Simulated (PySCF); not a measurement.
Compound: C7H4N4.
Atom-mapped SMILES: `[N:1]#[C:2][c:3]1[n:4][n:5][n:6]2[cH:7][cH:8][cH:9][cH:10][c:11]12`

Geometry (GFN2-xTB, Å), atoms numbered from 1 in this order:
```
atom  x, y, z in Å
N1     3.3621   -2.4169    0.1434
C2     2.7309   -1.4596    0.1481
C3     1.9156   -0.3204    0.1489
N4     2.3633    0.9428    0.2718
N5     1.3894    1.7676    0.2387
N6     0.2529    1.0845    0.0918
C7    -0.9999    1.5866    0.0127
C8    -2.0411    0.7244   -0.1368
C9    -1.8159   -0.6691   -0.2077
C10   -0.5473   -1.1705   -0.1277
C11    0.5138   -0.2698    0.0263
H12   -1.0896    2.6587    0.0749
H13   -3.0455    1.1086   -0.2019
H14   -2.6573   -1.3324   -0.3257
H15   -0.3359   -2.2264   -0.1785
```

NICS = −σ at a ghost point: NICS(0) at the centroid of the ring atoms, NICS(1) 1 Å to either side along the normal of their mean plane, zz for the tensor component along that normal. Level: GIAO PBE0/pcSseg-1 (PySCF, non-relativistic, gas phase) on the GFN2-xTB geometry, one conformer.

Ring bond lengths (Å), with Mayer bond orders in brackets: C3–N4 1.346 (1.32), N4–N5 1.277 (1.48), N5–N6 1.334 (1.10), N6–C11 1.381 (0.94), C11–C3 1.408 (1.17); N6–C7 1.352 (1.08), C7–C8 1.360 (1.56), C8–C9 1.413 (1.28), C9–C10 1.366 (1.58), C10–C11 1.400 (1.21), C11–N6 1.381 (0.94).

Question: What do the NICS probes read (ppm)?

Answer: 
| ring | type | NICS(0) | NICS(1), two faces | NICS(1)zz, two faces | rms pucker (Å) | centre to ring atoms, mean (Å) |
| --- | --- | --- | --- | --- | --- | --- |
| C3–N4–N5–N6–C11 | 5-membered ring with 3 N; formal bonds all aromatic | -15.5 | -15.1 / -15.1 | -37.6 / -37.6 | 0.00 | 1.15 |
| N6–C7–C8–C9–C10–C11 | 6-membered ring with N; formal bonds all aromatic | -7.7 | -9.6 / -9.6 | -23.2 / -23.2 | 0.00 | 1.38 |

Question: What do they say, and how far can they be read as aromaticity?

Answer: 
- C3–N4–N5–N6–C11: mean NICS(1)zz -37.6 ppm, shielded, aromatic by this magnetic criterion (flat ring, no four-coordinate atom), though in fused rings the probe also feels the neighbouring ring.
- N6–C7–C8–C9–C10–C11: mean NICS(1)zz -23.2 ppm, shielded. For a flat ring without four-coordinate atoms the NICS criterion counts such a value as aromatic, though in fused rings the probe also feels the neighbouring ring.

Question: How equal are the bonds by HOMA? HOMA = 1 − mean of α(R − Ropt)² over the ring bonds, with Krygowski's 1993 parameters (CC: Ropt 1.388 Å, α 257.7 Å⁻²; CN: Ropt 1.334 Å, α 93.52 Å⁻²; NN: Ropt 1.309 Å, α 130.33 Å⁻²).

Answer: 
- C3–N4–N5–N6–C11: HOMA 0.89; the largest term is that of N6–C11, α(R − Ropt)² = 0.20. The geometric and the magnetic index point the same way.
- N6–C7–C8–C9–C10–C11: HOMA 0.87; the largest term is that of C11–N6, α(R − Ropt)² = 0.20. The geometric and the magnetic index point the same way.

Question: What are the shieldings of the ring atoms and their hydrogens in the same run (means over atoms taken as equivalent)?

Answer: 
| atoms | environment | σ isotropic (ppm) | principal values of the symmetric part, first atom (ppm) |
| --- | --- | --- | --- |
| C3 | substituted aromatic carbon | 70.0 | 2.4, 86.7, 120.8 |
| N4 | pyridine-type nitrogen | -140.2 | -426.6, -179.6, 185.7 |
| N5 | pyridine-type nitrogen | -106.4 | -345.3, -82.5, 108.5 |
| N6 | pyrrole-type nitrogen | -17.0 | -131.2, -53.3, 133.6 |
| C7 | aromatic CH next to a ring nitrogen | 56.0 | -33.2, 53.4, 147.8 |
| C8 | aromatic CH carbon | 65.5 | -37.3, 56.1, 177.6 |
| C9 | aromatic CH carbon | 53.5 | -53.4, 33.1, 180.7 |
| C10 | aromatic CH carbon | 62.3 | -39.3, 47.6, 178.4 |
| C11 | ring-fusion aromatic carbon | 40.6 | -40.6, 14.3, 148.1 |
| H12 | aromatic hydrogen | 22.67 | 17.6, 24.0, 26.4 |
| H13 | aromatic hydrogen | 24.32 | 20.5, 25.7, 26.8 |
| H14 | aromatic hydrogen | 23.96 | 20.2, 24.8, 26.9 |
| H15 | aromatic hydrogen | 23.36 | 18.7, 23.8, 27.7 |
